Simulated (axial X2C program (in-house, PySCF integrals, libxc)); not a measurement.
## What spin–orbit coupling does to ScI⁻

All values were computed with an in-house relativistic program for diatomic molecules. Spin-free means the one-electron spin-free X2C Hamiltonian; two-component (2c) means X2C with spin–orbit coupling and atomic mean-field two-electron Coulomb and Gaunt terms, so the difference of the two also holds small scalar two-electron terms. Basis: I dyall-acv3z [12s13p9d5f1g], Sc dyall-acv3z [11s12p8d5f2g] (cores contracted in-house); Gaussian nuclei, density fitting, unrestricted open shells. Masses: I 126.904 u, Sc 44.956 u.

Spin-free state: M_S = 1/2, Λ = 2 (beyond evenly filled blocks: δ+α); fragments I- + Sc.

```json
{"level": "PBE0", "Re (Å)": "2.846", "ωe (cm⁻¹)": "184.2", "De (eV)": "1.356", "μ (D)": "-7.23"}
{"level": "HF", "Re (Å)": "2.997", "ωe (cm⁻¹)": "160.9", "De (eV)": "1.061", "μ (D)": "-7.85"}
{"level": "CCSD", "Re (Å)": "2.935", "ωe (cm⁻¹)": "174.0", "De (eV)": "1.309", "μ (D)": "n/a"}
{"level": "CCSD(T)", "Re (Å)": "2.928", "ωe (cm⁻¹)": "175.2", "De (eV)": "1.333", "μ (D)": "n/a"}
{"level": "BHandHLYP", "Re (Å)": "2.914", "ωe (cm⁻¹)": "170.8", "De (eV)": "1.075", "μ (D)": "-6.70"}
```

Correlated methods: 11 electrons correlated (number of frozen shells: I 4 s, 3 p, 2 d; Sc 3 s, 2 p), 399 virtual spin orbitals or spinors in MP2, 90 natural virtuals in coupled cluster.

Dipoles are positive if Sc is the positive end and refer to the centre of mass.

**Question.** Within this multiplet, which Ω should lie lowest by the rule for regular and inverted multiplets?

**Answer.** The open δ shell holds one electron, so the multiplet is regular: Ω = Λ − 1/2 = 3/2. The PBE0 2c search agrees, though Ω = 5/2 of the search lies only 0.02 eV higher.

Two-component determinant lowest at the distance of the search:

Ω = 3/2 (⟨Sz⟩ = -0.50, ⟨Lz⟩ = 2.00 at HF); fragments I- + Sc.

```
    level  Re (Å)  ωe (cm⁻¹)  μ (D)
     PBE0   2.848      183.3  -7.24
       HF   3.001      160.0  -7.84
     CCSD   2.938      173.1    n/a
  CCSD(T)   2.931      174.3    n/a
BHandHLYP   2.917      169.8  -6.69
```

**Question.** From the two tables, how do the constants change at the CCSD(T) level (2c against spin-free)?

**Answer.** At the CCSD(T) level Re rises by 0.003 Å and ωe decreases by 0.9 cm⁻¹.

One determinant describes the state; a PBE0 search over occupations chose it and may have missed a lower one. Dissociation energies refer to the lowest single-determinant-based atoms at the same level and basis. De is not given where an atomic determinant may have missed its ground term or J level, or where the truncated virtual space spoils (T). Density functionals use the spin component along the axis (collinear). CCSD and (T) use frozen natural virtuals with an MP2 correction for the truncation; (T) itself is uncorrected, so its De runs slightly low. PBE0 can misorder states that lie within some tenths of an eV, so this need not be the ground state of the molecule. The nearest other spin-free determinant of the search, M_S = 1/2, Λ = 1, lies 0.11 eV up at the distance of the search. The functionals have no current-density term, which raises determinants with orbital currents, atoms included. The outer-core s and p shells of the metal are frozen in the correlated rows, which leaves out core–valence correlation; for alkali and alkaline-earth bonds that tends to lengthen them. The highest occupied level of some functionals is positive through self-interaction error; at Hartree–Fock it is bound. The determinant is spin-polarised beyond a pure state at some levels (its spin-free form has ⟨S²⟩ too high), which makes Re and μ there less reliable. With the outer-core shells frozen, correlated bond lengths of heavy atoms tend to come out a few hundredths of an ångström too long. Hartree–Fock gets electron affinities wrong, so its lowest charge split need not be the true one.
